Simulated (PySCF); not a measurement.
`BP[SiH2]OCC`, C2H10BOPSi

Geometry (Å), atoms numbered from 1 in this order:
```xyz
16

B     3.2948    0.8919   -0.8735
P     2.2699    1.2897    0.5878
Si    0.5841   -0.1500    0.6321
O    -0.4625    0.5851   -0.3472
C    -1.7350    0.1846   -0.7706
C    -2.6858   -0.0721    0.3869
H     4.4489    0.7353   -0.7683
H     2.7960    0.9237   -1.9320
H     2.9991    0.7790    1.6421
H     0.1283   -0.2403    2.0249
H     0.8652   -1.5235    0.1776
H    -1.6424   -0.7204   -1.3827
H    -2.1187    0.9938   -1.4003
H    -2.3358   -0.9150    0.9771
H    -2.7335    0.8046    1.0271
H    -3.6803   -0.2902    0.0075
```

Computed with GIAO PBE0/pcSseg-1 magnetisability, rotational g tensor and spin-rotation constants, non-relativistic, gas phase (PySCF 2.14.0). Geometry: GFN2-xTB.

(1) How diamagnetic is it, and how anisotropic?

(2) Split it along the inertial axes a, b, c into diamagnetic and paramagnetic parts about the centre of mass, with the quadrupole moment.

(3) And the rotational g tensor?

Results:

(1) Isotropic -1183 × 10⁻³⁰ J/T², or -71.2 × 10⁻⁶ cm³/mol; principal values -1325, -1127, -1096 × 10⁻³⁰ J/T², anisotropy 216 × 10⁻³⁰ J/T² (root of half the summed squared differences of the principal values). The susceptibility is in cgs units.

(2) 
```
axis  χ (10⁻⁶ cm³/mol)  diamagnetic (10⁻⁶ cm³/mol)  paramagnetic (10⁻⁶ cm³/mol)  summed x² of all electrons (Å²)  quadrupole Θ (D Å)
   a             -69.8                      -324.8                        255.0                            280.4               +4.56
   b             -69.9                     -1310.9                       1241.0                             48.0               -1.21
   c             -74.0                     -1393.1                       1319.1                             28.6               -3.35
```
Anisotropies 2χaa − χbb − χcc = +4.3 and 2χbb − χaa − χcc = +3.9 × 10⁻⁶ cm³/mol. Θ is traceless in Buckingham's convention.

(3) 
```tsv
axis	rotational constant (GHz)	g	nuclear part	electronic part
a	6.0915	-0.0820	0.6477	-0.7298
b	1.0072	-0.0119	0.5753	-0.5872
c	0.9490	-0.0088	0.5793	-0.5881
```
Asymmetric top; isotopes 11B, 12C, 1H, 16O, 31P, 28Si; no vibrational averaging.
